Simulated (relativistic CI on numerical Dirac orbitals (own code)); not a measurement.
# Nd4+ (4f2) in a crystal field

Calculated by Dirac-Coulomb-Breit CI, orbitals from a KLI potential per configuration, model QED, valence Slater integrals scaled by 0.75, one configuration in a parametric crystal field (own radial code).

Field parameters in Wybourne normalisation; cubic f-shell fields have B⁴₄ = √(5/14) B⁴₀ and B⁶₄ = −√(7/2) B⁶₀. The field is a parameter set, without covalency.

S is read from ⟨S²⟩ = S(S + 1).

Levels (cm⁻¹, degeneracy): 0 (1), 557 (3), 1050 (2), 1364 (3), 3380 (3), 3569 (3), 3611 (2), 4097 (3), 5992 (2), 6010 (3), 6534 (1), 6542 (3).

Which field gives this pattern?
A. Oh, B40 = -3400, B60 = 440 cm⁻¹
B. Oh, B40 = 4130, B60 = 1050 cm⁻¹
C. Oh, B40 = 3400, B60 = 1110 cm⁻¹

B. Oh, B40 = 4130, B60 = 1050 cm⁻¹, ground level with S = 0.98.
